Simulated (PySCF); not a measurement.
Delta-SCF ions had no search for a lower state. Excitations are Tamm–Dancoff values on a coarser integration grid. The basis has no diffuse functions, so Rydberg states are missing or too high.

Z-matrix (Å, degrees):
```
O
H 1 0.9740
C 1 1.4281 2 111.14
H 3 1.0967 1 107.06 2 175.01
H 3 1.0993 4 108.94 1 118.66
H 3 1.0998 4 108.82 5 120.91
F 2 2.1475 1 112.08 3 129.13
In 7 1.9716 2 75.29 1 -4.66
F 8 1.9413 7 120.40 2 111.61
F 8 1.9535 9 120.99 7 -160.67
```
Charge 0, multiplicity 1.

Predict the S1–T1 gap (TDA), charge on the central atom (Mulliken), T1 excitation (TDA), vertical ionisation energy (Delta-SCF), S1 excitation (TDA), total energy, HOMO–LUMO gap and dipole moment from PBE0-D4/def2-TZVP // PBE0-D4/def2-SVP run with PySCF 2.14.0.


```
Property                                      Result
--------------------------------------  ------------
S1–T1 gap (TDA)                              0.54 eV
charge on the central atom (Mulliken)         1.30 e
T1 excitation (TDA)                          5.87 eV
vertical ionisation energy (Delta-SCF)      12.19 eV
S1 excitation (TDA)                          6.42 eV
total energy                            -605.2727 Ha
HOMO–LUMO gap                                7.72 eV
dipole moment                                 4.22 D
```
